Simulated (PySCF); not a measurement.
Species: C6H7OP.
SMILES with atom numbers: `[CH3:1][O:2][c:3]1[cH:4][cH:5][cH:6][cH:7][p:8]1` (hydrogens: H9, H10, H11 on C1; H12 on C4; H13 on C5; H14 on C6; H15 on C7)

Geometry (PBE0-D3(BJ)/def2-SVP, Å), atoms numbered from 1 in this order:
```
atom  x, y, z in Å
C1     2.5544    0.9161   -0.7549
O2     1.6039   -0.0791   -1.0254
C3     0.4521   -0.0700   -0.3292
C4    -0.4303   -1.1070   -0.6590
C5    -1.6723   -1.2844   -0.0687
C6    -2.1741   -0.4380    0.9264
C7    -1.4602    0.6502    1.4001
P8     0.1200    1.1669    0.8875
H9     3.4132    0.7200   -1.4085
H10    2.8792    0.8870    0.3007
H11    2.1540    1.9243   -0.9650
H12   -0.0913   -1.8017   -1.4335
H13   -2.2842   -2.1275   -0.3996
H14   -3.1643   -0.6467    1.3418
H15   -1.9165    1.2682    2.1813
```

Level: PBE0/pcSseg-1 in PySCF, non-relativistic, on one gas-phase PBE0-D3(BJ)/def2-SVP geometry that isn't relaxed in the solvent. The solvent is an IEF-PCM continuum (van der Waals radii × 1.2). Specific hydrogen bonds and non-electrostatic terms are outside this model.

```tsv
run	E − E(gas) (kcal/mol)	HOMO (eV)	HOMO–LUMO gap (eV)	dipole (D)
gas	0.00	-6.57	5.26	0.41
P	-4.08	-6.68	5.25	0.60
Q	-3.48	-6.65	5.25	0.57
```

Task: The runs were made in dichloromethane and dimethylsulfoxide. Which run belongs to which solvent?

Result: P = dimethylsulfoxide, Q = dichloromethane. The dielectric constants are 8.93 (dichloromethane), 46.83 (dimethylsulfoxide), and the energy falls further as ε rises. In this model the ground state sees the solvent through ε alone.

Task: How constant is the ratio of the lowering to (ε − 1)/(2ε + 1)?

Result: 
```csv
solvent,(ε − 1)/(2ε + 1),E − E(gas) (kcal/mol),ratio (kcal/mol),polarisation term (kcal/mol)
dichloromethane,0.420,-3.48,-8.3,-3.85
dimethylsulfoxide,0.484,-4.08,-8.4,-4.59
```

The ratio changes by +1.9 % in size from dichloromethane to dimethylsulfoxide. The polarisation term is half the interaction of the solute with the induced surface charges.

Time: 24 s; peak memory 0.93 GiB. Hardware: Arm Neoverse V2, one thread, no GPU (shared host). This is the whole shielding run at PBE0/pcSseg-1 in dimethylsulfoxide, SCF included.
